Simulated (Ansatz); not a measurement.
Breaking a bond: Ti(Cl)2(O), SMILES [O]=[Ti]([Cl])[Cl] (Cl2OTi). The Ti1–Cl4 bond (Ti1 also carries Cl, O; Cl4 carries nothing else) is pulled apart rigidly from the PBE0/def2-TZVP optimised geometry.

Computed with: RKS-PBE = restricted PBE/def2-TZVP in Ansatz (a first-principles code); UKS-PBE = unrestricted PBE/def2-TZVP (Ansatz); RKS-PBE0 = restricted PBE0/def2-TZVP (Ansatz); UKS-PBE0 = unrestricted PBE0/def2-TZVP run with Ansatz.

Energies relative to the lowest point of each curve near equilibrium, in kcal/mol; the last columns give the difference from UKS-PBE0:

```
R / Å  RKS-PBE  UKS-PBE  RKS-PBE0  UKS-PBE0  RKS-PBE − UKS-PBE0  UKS-PBE − UKS-PBE0  RKS-PBE0 − UKS-PBE0
-----  -------  -------  --------  --------  ------------------  ------------------  -------------------
1.82      52.2     52.2      51.1      51.1                 1.1                 1.1                  0.0
1.97      16.8     16.8      15.8      15.8                 1.0                 1.0                  0.0
2.11       3.0      3.0       2.5       2.5                 0.5                 0.5                  0.0
2.18       0.5      0.5       0.3       0.3                 0.2                 0.2                  0.0
2.22       0.0      0.0       0.0       0.0                 0.0                 0.0                  0.0
2.30       0.6      0.6       1.0       1.0                -0.4                -0.4                  0.0
2.39       3.1      3.1       4.0       4.0                -1.0                -1.0                  0.0
2.49       7.3      7.3       8.9       8.9                -1.6                -1.6                  0.0
2.72      20.2     20.2      23.2      23.2                -3.0                -3.0                  0.0
2.93      32.7     32.7      37.1      37.1                -4.4                -4.4                  0.0
3.25      50.3     50.3      56.9      56.9                -6.6                -6.6                  0.0
3.66      68.1     67.7      77.9      77.4                -9.4                -9.8                  0.4
4.14      82.3     80.3      95.9      89.9                -7.6                -9.6                  6.1
4.65      91.6     87.5     108.0      95.5                -3.9                -8.0                 12.6
5.43      99.3     93.0     117.6      99.2                 0.1                -6.2                 18.3
6.46     104.0     96.3     123.8     101.3                 2.7                -5.0                 22.4
```

RKS-PBE is furthest from UKS-PBE0 at 3.66 (-9.4 kcal/mol, below); its mean absolute difference over the points is 2.7 kcal/mol.

UKS-PBE is furthest from UKS-PBE0 at 3.66 (-9.8 kcal/mol, below); its mean absolute difference over the points is 3.6 kcal/mol.

RKS-PBE0 is furthest from UKS-PBE0 at 6.46 (22.4 kcal/mol, above); its mean absolute difference over the points is 3.7 kcal/mol.

The restricted form behind RKS-PBE, RKS-PBE0 keeps the bonding electrons paired and can't separate into open-shell fragments. The unrestricted determinant behind UKS-PBE is spin-contaminated at 3.66 to 6.46 Å (<S²> up to 0.7, against 0.00 for a pure singlet). The unrestricted determinant behind UKS-PBE0 is spin-contaminated at 3.66 to 6.46 Å (<S²> up to 0.8, against 0.00 for a pure singlet).
